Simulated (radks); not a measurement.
Question: All-electron atom: the ytterbium ion Yb30+ in [Kr] 4d4 (the NIST ground configuration). Method: Dirac Kohn-Sham, PBE, spin-unpolarised, spherical densities, point nucleus; open shells are shared between the two j in proportion to 2j + 1; computed with a radial shooting solver on a logarithmic mesh with Libxc functionals. Some entries of the table are withheld. Estimate them.

| orbital | occ. | eigenvalue (eV) | <r^2> (bohr^2) | <1/r> (bohr^-1) |
|---|---|---|---|---|
| 1s1/2 | 2 | (1) | 0.0005298 | 80.67 |
| 2s1/2 | 2 | -11482.40 | 0.008147 | (2) |
| 2p1/2 | 2 | (3) | 0.005859 | 19.44 |
| 2p3/2 | 4 | (4) | 0.007069 | 16.69 |
| 3s1/2 | 2 | -3438.461 | 0.05281 | 7.191 |
| 3p1/2 | 2 | -3229.280 | 0.04865 | 7.104 |
| 3p3/2 | 4 | -3003.299 | 0.05508 | 6.403 |
| 3d3/2 | 4 | -2651.177 | 0.04293 | (5) |
| 3d5/2 | 6 | -2601.646 | 0.04469 | (6) |
| 4s1/2 | 2 | -1449.814 | 0.2262 | 3.304 |
| 4p1/2 | 2 | -1362.100 | 0.2273 | 3.227 |
| 4p3/2 | 4 | -1296.847 | 0.2494 | 2.998 |
| 4d3/2 | 1.6 | (7) | 0.2462 | 2.868 |
| 4d5/2 | 2.4 | (8) | 0.2526 | 2.815 |
| 4f5/2 | 0 | -968.9828 | 0.2242 | 2.603 |
| 4f7/2 | 0 | -965.4876 | 0.2266 | 2.585 |
| 5s1/2 | 0 | -789.5252 | 0.7051 | 1.830 |
| 5p1/2 | 0 | -749.6283 | (9) | 1.786 |
| 5p3/2 | 0 | -723.7221 | (10) | 1.693 |

Answer: 
(1) 1s1/2 eigenvalue (eV): -62288.90
(2) 2s1/2 <1/r> (bohr^-1): 19.48
(3) 2p1/2 eigenvalue (eV): -11002.77
(4) 2p3/2 eigenvalue (eV): -9955.790
(5) 3d3/2 <1/r> (bohr^-1): 6.284
(6) 3d5/2 <1/r> (bohr^-1): 6.115
(7) 4d3/2 eigenvalue (eV): -1153.175
(8) 4d5/2 eigenvalue (eV): -1139.439
(9) 5p1/2 <r^2> (bohr^2): 0.7289
(10) 5p3/2 <r^2> (bohr^2): 0.7815
